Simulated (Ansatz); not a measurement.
Ansatz (an electronic-structure program) input for Ga(F)(OMe)(NH2) (CH5FGaNO), SMILES C[O][Ga]([NH2])[F], CAM-B3LYP/def2-SVPD. The structure is a stationary point at B3LYP-D3(BJ)/def2-SVP. The structure was generated by enumeration; whether it is a known compound was not checked. Other conformers were not sampled.

Ansatz 0.2 input:
```yaml
crystal:
  periodic: [false, false, false]
  atoms:
    - {symbol: Ga, position_ang: [-0.21734795, 0.19853552, 0.21006264]}
    - {symbol: F, position_ang: [-1.88958446, 0.41123437, 0.68420018]}
    - {symbol: O, position_ang: [0.06023616, -1.05367923, -1.02222338]}
    - {symbol: C, position_ang: [1.33182223, -1.37957512, -1.52979026]}
    - {symbol: H, position_ang: [1.25196771, -2.31194525, -2.11449582]}
    - {symbol: H, position_ang: [1.72987287, -0.59876760, -2.20739629]}
    - {symbol: H, position_ang: [2.08703084, -1.55203221, -0.73741069]}
    - {symbol: N, position_ang: [1.05460443, 1.16478112, 1.05216849]}
    - {symbol: H, position_ang: [0.81081047, 1.93625093, 1.66349506]}
    - {symbol: H, position_ang: [2.00931075, 1.22420056, 0.71741329]}
basis:
  gaussian:
    orbitals: def2-SVPD
hamiltonian:
  xc: {name: CAM-B3LYP}
```

It prints:

```
WARN ansatz: RAYON_NUM_THREADS=1 ignored (pool sized by the plan → 1); use --threads N
Functional definition: CAM-B3LYP
integrals: 0.13 GiB planned
1479 factors; their error is unknown
integrals: 0.16 GiB planned
543 factors; integrals over basis functions are off by at most 2.0e-5 eV
mean field: 1.18 GiB planned
mean field evaluation 1: about -59731.0818 eV, gradient 7.6e1 eV
mean field evaluation 2: about -59722.3023 eV, gradient 1.1e2 eV
mean field evaluation 4: about -59741.4636 eV, gradient 4.2e0 eV
mean field evaluation 8: about -59741.4996 eV, gradient 6.3e-2 eV
mean field evaluation 16: about -59741.6457 eV, gradient 4.5e-5 eV
mean field -59741.64567962 eV, -2195.4649843842 hartree, gradient 4.5e-5 eV, S^2 0.000000; 0 other end points of the search recorded, 0 dependent functions left out
reference -59741.64581821 eV, -2195.4649894774 hartree; 33, 33 occupied and 131, 131 virtual orbitals, 1479 factors
Total energy: -59741.64581821 eV, -2195.4649894774 hartree
```

The run converged.
